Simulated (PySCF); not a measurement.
2,2,2-trifluoroethyl acrylate: 4 charge schemes on one density

Species: 2,2,2-trifluoroethyl acrylate, C₅H₅F₃O₂.
Z-matrix (Å and degrees, PBE0-D3(BJ)/def2-SVP geometry), rows numbered from 1:
```
C 
C   1  1.3344
C   2  1.4783  1  120.28
O   3  1.2015  2  126.01  1     0.27
O   3  1.3544  2  110.38  1   179.58
C   5  1.4048  3  117.17  2   177.09
C   6  1.5129  5  109.48  3  -109.71
F   7  1.3322  6  111.88  5   -63.28
F   7  1.3317  6  111.27  5    57.30
F   7  1.3348  6  109.55  5   177.12
H   1  1.0940  2  119.91  3    -0.05
H   1  1.0923  2  121.61  3   179.85
H   2  1.0925  1  122.76  3  -179.79
H   6  1.0988  5  108.87  3   131.80
H   6  1.0992  5  110.79  3    10.32
```

Density: PBE0/pcSseg-1 (PySCF); schemes: Mulliken, IAO, Hirshfeld and ESP-fitted. Geometry: PBE0-D3(BJ)/def2-SVP, one conformer, isolated molecule.

Q: For which atoms does the sign change between the 4 schemes (beyond +0.03 e in one, beyond −0.03 e in another)?

A: For none.

Q: Which atoms carry the highest charge in the Mulliken, IAO, Hirshfeld and ESP-fitted schemes?

A: The schemes don't all agree: Mulliken C7 (+0.759); IAO C7 (+0.810); Hirshfeld C7 (+0.253); ESP-fitted C3 (+0.809).

Q: What partial charge does each atom carry?

A: In e:

```json
{"atom": "C1", "environment": "terminal =CH2 carbon", "Mulliken": "-0.085", "IAO": "-0.235", "Hirshfeld": "-0.048", "ESP-fitted": "-0.245"}
{"atom": "C2", "environment": "alkene CH carbon", "Mulliken": "-0.276", "IAO": "-0.201", "Hirshfeld": "-0.059", "ESP-fitted": "-0.370"}
{"atom": "C3", "environment": "ester carbonyl carbon", "Mulliken": "+0.538", "IAO": "+0.513", "Hirshfeld": "+0.206", "ESP-fitted": "+0.809"}
{"atom": "O4", "environment": "ester carbonyl oxygen", "Mulliken": "-0.404", "IAO": "-0.456", "Hirshfeld": "-0.243", "ESP-fitted": "-0.510"}
{"atom": "O5", "environment": "ester single-bonded oxygen", "Mulliken": "-0.486", "IAO": "-0.341", "Hirshfeld": "-0.102", "ESP-fitted": "-0.378"}
{"atom": "C6", "environment": "sp3 carbon bound to oxygen", "Mulliken": "-0.006", "IAO": "-0.116", "Hirshfeld": "-0.022", "ESP-fitted": "-0.146"}
{"atom": "C7", "environment": "CF3 carbon", "Mulliken": "+0.759", "IAO": "+0.810", "Hirshfeld": "+0.253", "ESP-fitted": "+0.550"}
{"atom": "F8", "environment": "fluorine of a CF3 group", "Mulliken": "-0.262", "IAO": "-0.277", "Hirshfeld": "-0.093", "ESP-fitted": "-0.179"}
{"atom": "F9", "environment": "fluorine of a CF3 group", "Mulliken": "-0.259", "IAO": "-0.275", "Hirshfeld": "-0.089", "ESP-fitted": "-0.168"}
{"atom": "F10", "environment": "fluorine of a CF3 group", "Mulliken": "-0.266", "IAO": "-0.281", "Hirshfeld": "-0.088", "ESP-fitted": "-0.199"}
{"atom": "H11", "environment": "vinylic hydrogen", "Mulliken": "+0.152", "IAO": "+0.173", "Hirshfeld": "+0.059", "ESP-fitted": "+0.163"}
{"atom": "H12", "environment": "vinylic hydrogen", "Mulliken": "+0.142", "IAO": "+0.165", "Hirshfeld": "+0.064", "ESP-fitted": "+0.182"}
{"atom": "H13", "environment": "vinylic hydrogen", "Mulliken": "+0.132", "IAO": "+0.168", "Hirshfeld": "+0.054", "ESP-fitted": "+0.188"}
{"atom": "H14", "environment": "methylene hydrogen", "Mulliken": "+0.156", "IAO": "+0.174", "Hirshfeld": "+0.061", "ESP-fitted": "+0.165"}
{"atom": "H15", "environment": "methylene hydrogen", "Mulliken": "+0.165", "IAO": "+0.179", "Hirshfeld": "+0.048", "ESP-fitted": "+0.137"}
```

Mean size of the charges over all atoms: ESP-fitted 0.293 e, IAO 0.291 e, Mulliken 0.273 e, Hirshfeld 0.099 e. Each set sums to the total charge, 0, to within 0.001 e. The Hirshfeld scheme divides the density at each point in proportion to the densities of the neutral, spherically averaged free atoms.

Q: How closely do the schemes follow one another over all atoms?

A: Correlation coefficient and root-mean-square difference: Mulliken with IAO 0.98, 0.069 e; IAO with Hirshfeld 0.97, 0.222 e; Mulliken with Hirshfeld 0.96, 0.219 e; Hirshfeld with ESP-fitted 0.95, 0.236 e; IAO with ESP-fitted 0.94, 0.121 e; Mulliken with ESP-fitted 0.94, 0.121 e.

Q: Sum the charges by element.

A: 
```tsv
element	atoms	Mulliken	IAO	Hirshfeld	ESP-fitted
C	5	+0.930	+0.771	+0.329	+0.598
O	2	-0.891	-0.796	-0.345	-0.888
F	3	-0.787	-0.834	-0.270	-0.545
H	5	+0.747	+0.860	+0.285	+0.835
```

Q: How many electrons does the Mulliken scheme count on F8?

A: Z − q = 9 − (-0.262) = 9.262.
